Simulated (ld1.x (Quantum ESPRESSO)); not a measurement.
Kr (Z = 36): excitation energies, all-electron against TM

Kr (Z = 36), norm-conserving Troullier–Martins (Kleinman–Bylander form), made with ld1.x (Quantum ESPRESSO) 7.5 (PW91, scalar-relativistic). Core [Ar] 3d10, reference 4s2 4p3 (charge +3). Waves: 4s (bound): rc 1.40 bohr; 4p (bound): rc 1.55 bohr. Local part: all-electron potential smoothed inside 1.40 bohr (lloc = -2). Core correction: none.

Energies are relative to the spin-unpolarised reference configuration 4s2 4p3; without spin polarisation the order of configurations can differ from experiment. The frozen-core shift is the all-electron ΔE with the core orbitals held at their reference shape minus the fully relaxed ΔE.

Task: Give the all-electron excitation energy and the error of the potential for: 4s2 4p6; 4s2 4p5; 4s2 4p4; 4s2 4p2; 4s1 4p6; 4s2 4p5.5.

Result:

```
valence configuration  charge  ΔE all-electron (eV)  error AE − PS (meV)  frozen-core shift (meV)
              4s2 4p6       0               -76.747                  +62                      +46
              4s2 4p5      +1               -62.401                  +39                      +29
              4s2 4p4      +2               -37.158                  +15                     +8.6
              4s2 4p2      +4                49.916                 +4.7                      +32
              4s1 4p6      +1               -47.872                  +25                      +12
            4s2 4p5.5    +0.5               -70.864                  +51                      +39
```

Levels in the configuration 4s2 4p2:

```csv
level,all-electron (eV),pseudo (eV)
4s,-73.036,-72.993
4p,-56.552,-56.521
```

ld1.x printed “convergence not achieved” for 6 of the counted tests; their residual had stalled under 1e-8, short of the target of 1e-14.
